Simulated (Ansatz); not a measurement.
Basis-set series for `[NH2][Zr]([NH2])([NH2])[NH2]`. Total charge 0; spin multiplicity 1. Zr takes the def2 core potential. The geometry is a stationary point of PBE0-D4/def2-TZVP. It is one conformer, not always the lowest.

| functional | basis | functions | energy (Eh) | HOMO (eV) | LUMO (eV) |
| --- | --- | --- | --- | --- | --- |
| PBE0-D4 | def2-SVP | 127 | -270.59144 | -6.48 | 0.17 |
| PBE0-D4 | def2-QZVPP | 549 | -270.89356 | -6.78 | -0.23 |
| ωB97M-V | def2-SVP | 127 | -270.66713 | -8.86 | 1.18 |
| ωB97M-V | def2-QZVPP | 549 | -270.97909 | -9.17 | 0.59 |

Question: Give the rows for def2-TZVPP. (An estimate is asked.)

Answer: The calculation gave: 
```tsv
functional	basis	functions	energy (Eh)	HOMO (eV)	LUMO (eV)
PBE0-D4	def2-TZVPP	292	-270.87633	-6.72	-0.06
ωB97M-V	def2-TZVPP	292	-270.96274	-9.11	0.91
```

Positive LUMOs are unbound and depend on the basis.

Computed with Ansatz.
